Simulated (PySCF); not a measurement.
**PBE on Te²⁺ (tellurium, charge +2)**

Configuration: [Kr] 4d10 5s2 5p1 6s1, high-spin 3P determinant (an excited configuration). All numbers are calculated (PySCF 2.14, scalar relativity by spin-free X2C-1e, in aug-cc-pwCVTZ-DK3).

* Total energy: -6791.59 hartree
* One-electron energy: -9274.37 hartree
* Hartree (Coulomb) energy: 2659.25 hartree
* Exchange-correlation energy: -176.47 hartree
* ⟨S²⟩: 2.0012
* ⟨L²⟩: 2.115
* Sum of ⟨r⟩: 33.04 bohr
* Sum of ⟨r²⟩: 54.18 bohr²
* Traceless quadrupole moment −½Σ⟨3z² − r²⟩ along its main axis: -3.65 e·bohr²
* Langevin diamagnetic susceptibility: -42.9 ×10⁻⁶ cm³/mol
* Time after the integrals: of the order of 6 core-seconds

| shell | electrons | mean orbital energy (hartree) | spread (hartree) | rms radius, mean of both spins (bohr) |
| --- | --- | --- | --- | --- |
| 1s α | 1 | -1160.88416 | 0 | 0.0319 |
| 1s β | 1 | -1160.88237 | 0 | 0.0319 |
| 2s α | 1 | -178.83396 | 0 | 0.130 |
| 2s β | 1 | -178.83312 | 0 | 0.130 |
| 2p α | 3 | -160.77237 | 0.00275 | 0.115 |
| 2p β | 3 | -160.77100 | 0.00467 | 0.115 |
| 3s α | 1 | -36.30550 | 0 | 0.344 |
| 3s β | 1 | -36.30393 | 0 | 0.344 |
| 3p α | 3 | -30.41661 | 0.00722 | 0.345 |
| 3p β | 3 | -30.41485 | 0.00920 | 0.345 |
| 3d α | 5 | -21.45266 | 0.00655 | 0.323 |
| 3d β | 5 | -21.45101 | 0.00838 | 0.323 |
| 4s α | 1 | -6.91220 | 0 | 0.813 |
| 4s β | 1 | -6.90850 | 0 | 0.813 |
| 4p α | 3 | -5.08341 | 0.01737 | 0.876 |
| 4p β | 3 | -5.07932 | 0.02231 | 0.876 |
| 4d α | 5 | -2.40602 | 0.01859 | 1.05 |
| 4d β | 5 | -2.39886 | 0.02591 | 1.05 |
| 5s α | 1 | -1.33976 | 0 | 2.05 |
| 5s β | 1 | -1.30371 | 0 | 2.05 |
| 5p α | 1 | -0.94357 | 0 | 2.42 |
| 6s α | 1 | -0.46289 | 0 | 4.58 |

The outer electron is Rydberg-like, and this basis confines it to a smaller radius and binds it less than a complete one would.

Densities and radii are taken from the X2C orbitals without a picture-change correction, which distorts them close to the nucleus.
